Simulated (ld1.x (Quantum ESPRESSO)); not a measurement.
**niobium (Nb): one change to a TM potential, before and after**

- Element: niobium (Nb)
- Generator: ld1.x (Quantum ESPRESSO) 7.5
- Type: norm-conserving Troullier–Martins (Kleinman–Bylander form)
- Functional: revPBE
- Relativity: scalar-relativistic
- Frozen core: [Ar] 3d10
- Valence charge: 13
- Reference configuration: 4s2 4p6 4d5 5s0 5p0
- Partial waves: 4s (bound): rc 1.75 bohr; 4d (bound): rc 2.05 bohr; 4p (bound): rc 1.70 bohr
- Local potential: the p channel
- Core correction: Bessel-smoothed model core inside 1.15 bohr

Change: wave 4p (bound): rc 1.70 bohr becomes 4p (bound): rc 1.54 bohr.

Cutoffs: the cutoffs (Ry, on a coarse ladder) from which the occupation-weighted sum of valence levels, in a spherical-Bessel basis at the reference potential, stays within 10 and 1 mRy of its value at 400 Ry; they do not see the model core or the augmentation charge, which bear on the density cutoff. Errors are all-electron minus pseudo energies relative to the spin-unpolarised reference configuration.

Problem. Predict the effect on cutoff, ghosts and configuration errors.

Solution. The potential gets harder (45 Ry and 70 Ry → 50 Ry and 90 Ry); of the 7 tests that both files solve, the error grows in 0 and shrinks in 3 by more than 15 % and 0.3 meV (median size 282.5 → 261.1 meV); neither file shows a bound ghost. A smaller radius makes the pseudo-wave follow the all-electron one further in, where it bends more sharply, so more plane waves are needed. Less of the atom is replaced, so other configurations are described better.

```csv
quantity,base,changed
"cutoff, loose",45 Ry,50 Ry
"cutoff, tight",70 Ry,90 Ry
loose cutoff by channel (10 mRy a level),"s 30 Ry, d 30 Ry, p 21 Ry","s 30 Ry, d 30 Ry, p 35 Ry"
bound ghosts,none,none
"error for 4s2 4p6 4d4 5s1 5p0, meV [ΔE -1.24 eV]",+283,+261
"error for 4s2 4p6 4d4 5s0 5p0, meV [ΔE 5.28 eV]",+1.3,+0.9
"error for 4s2 4p6 4d3 5s0 5p0, meV [ΔE 19.24 eV]",+7.3,+4.7
"error for 4s2 4p6 4d1 5s0 5p0, meV [ΔE 80.73 eV]",+66,+50
"error for 4s2 4p6 4d3 5s1 5p1, meV [ΔE 1.55 eV]",+415,+370
"error for 4s2 4p5 4d4 5s1 5p0, meV [ΔE 38.47 eV]",+518,+484
"error for 4s1 4p6 4d4 5s1 5p0, meV [ΔE 62.72 eV]",+469,+421
s: phases at 2.24 bohr within 0.05 rad from the reference energy up to (Ry; the scan ends near 5),-0.4,-0.3
p: phases at 2.24 bohr within 0.05 rad from the reference energy up to (Ry; the scan ends near 5),1.2,1.5
d: phases at 2.24 bohr within 0.05 rad from the reference energy up to (Ry; the scan ends near 5),3.4,3.7
```
